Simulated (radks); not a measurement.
Sm III, configuration [Kr] 4d10 4f6 5s1 5p6 6p1 (not the ground configuration).

All-electron calculation, scalar-relativistic Kohn-Sham, PBEsol, spin-polarised, spherical densities, point nucleus; open shells are filled with parallel spins first (spin-orbit coupling, left out, can overturn this in heavy ions). Program: a radial shooting solver on a logarithmic mesh with Libxc functionals.

Energy parts (Ry):
total: -20842.8446
kinetic: 22279.5767
electron-nucleus: -50663.6262
Hartree: 8003.7288
exchange-correlation: -462.5240

Orbitals (lengths in bohr, moments of r in powers of bohr):
orbital  occ.  eigenvalue (Ry)   <1/r>
1s up       1        -3430.968   68.80
1s down     1        -3430.960   68.80
2s up       1        -561.9027   15.93
2s down     1        -561.8947   15.93
2p up       3        -501.4478   14.95
2p down     3        -501.4404   14.95
3s up       1        -124.2789   5.824
3s down     1        -124.1291   5.829
3p up       3        -105.3829   5.490
3p down     3        -105.2337   5.496
3d up       5        -79.78020   5.212
3d down     5        -79.66374   5.217
4s up       1        -26.00263   2.446
4s down     1        -25.63866   2.446
4p up       3        -19.79748   2.250
4p down     3        -19.43184   2.251
4d up       5        -11.09550   1.973
4d down     5        -10.72456   1.974
4f up       6         -1.79517   1.403
4f down     0         -1.44353   1.371
5s up       1         -4.75143  0.9602
5s down     0         -4.46451  0.9410
5p up       3         -3.20645  0.8224
5p down     3         -2.97629  0.7985
5d up       0         -1.35137  0.5619
5d down     0         -1.22143  0.5380
6s up       0         -1.24052  0.3741
6s down     0         -1.13993  0.3763
6p up       1         -0.92085  0.3109

The highest occupied level is 6p up at -12.529 eV. The configuration is held as typed, so some empty levels lie below it. Spin moment in Bohr magnetons: 8.
